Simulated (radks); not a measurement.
The numbers below are computed, except where a source is named.
Species: Co II. Configuration: [Ar] 3d8. Code: a radial shooting solver on a logarithmic mesh with Libxc functionals. Model: Dirac Kohn-Sham, BLYP, spin-unpolarised, spherical densities, point nucleus; open shells fill j = l - 1/2 first. Some entries of the table are withheld. Estimate them.

orbital  occ.  eigenvalue (hartree)  <r^2> (bohr^2)
1s1/2       2             -279.1918        0.004246
2s1/2       2             -33.12685             (1)
2p1/2       2                   (2)         0.06106
2p3/2       4                   (3)         0.06265
3s1/2       2              -3.87549             (4)
3p1/2       2                   (5)             (6)
3p3/2       4                   (7)             (8)
3d3/2       4              -0.45524           1.784
3d5/2       4              -0.44874           1.815

Answer. 
(1) 2s1/2 <r^2> (bohr^2): 0.07701
(2) 2p1/2 eigenvalue (hartree): -28.76110
(3) 2p3/2 eigenvalue (hartree): -28.21552
(4) 3s1/2 <r^2> (bohr^2): 0.6998
(5) 3p1/2 eigenvalue (hartree): -2.57883
(6) 3p1/2 <r^2> (bohr^2): 0.7897
(7) 3p3/2 eigenvalue (hartree): -2.51156
(8) 3p3/2 <r^2> (bohr^2): 0.8097
